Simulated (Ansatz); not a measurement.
Basis sets compared for B₄As₅H₁₆⁺, a cluster cut from zinc blende BAs (hydrogen-capped). The state is a singlet with charge 1. Geometry PBE-D4/def2-SVP. Ansatz on 4 threads of Intel Xeon on a shared host; times are rough, and most runs start from earlier orbitals.

```xyz
25

As   -1.4438   -1.5379    1.1280
As   -1.8690    1.3906   -0.5420
As    0.5439    1.0475    1.6988
As    1.7465   -1.6264    0.1607
As    1.3221    1.3022   -1.5091
B    -1.4103    0.5254    1.2809
B    -0.1039   -2.4785   -0.1157
B    -0.6204    1.0854   -2.1466
B     1.9084    0.4333    0.2751
H    -2.8594   -1.9422    0.7588
H    -1.3813   -2.0525    2.5575
H    -3.2814    0.9672   -0.9020
H    -2.0972    2.8645   -0.2460
H     0.9453    0.5312    3.0705
H     0.6525    2.5470    1.9200
H     2.4619   -2.1594    1.3921
H     2.6964   -2.0961   -0.9259
H     1.7507    2.7579   -1.4121
H     2.2739    0.8132   -2.5854
H    -2.1660    0.9120    2.1511
H    -0.0582   -3.6660    0.1438
H    -0.4406   -2.1907   -1.2524
H    -0.8634    1.8940   -3.0222
H    -0.7454   -0.0892   -2.4518
H     3.0385    0.7675    0.5739
```

| level | functions | energy (Eh) | HOMO (eV) | LUMO (eV) | wall time |
| --- | --- | --- | --- | --- | --- |
| PBE-D4/def2-SVP | 296 | -11284.9251 | -10.51 | -5.31 | 16 s |
| PBE0-D4/def2-SVP | 296 | -11285.3073 | -11.68 | -4.53 | 42 s |

Problem. Estimate the rows for PBE-D4/def2-TZVP, PBE0-D4/def2-TZVP (with forces).

Solution. 
```json
{"level": "PBE-D4/def2-TZVP", "functions": "460", "energy (Eh)": "-11286.4132", "HOMO (eV)": "-10.54", "LUMO (eV)": "-5.35", "wall time": "32 s"}
{"level": "PBE0-D4/def2-TZVP (with forces)", "functions": "460", "energy (Eh)": "-11286.7888", "HOMO (eV)": "-11.67", "LUMO (eV)": "-4.55", "wall time": "2 min"}
```
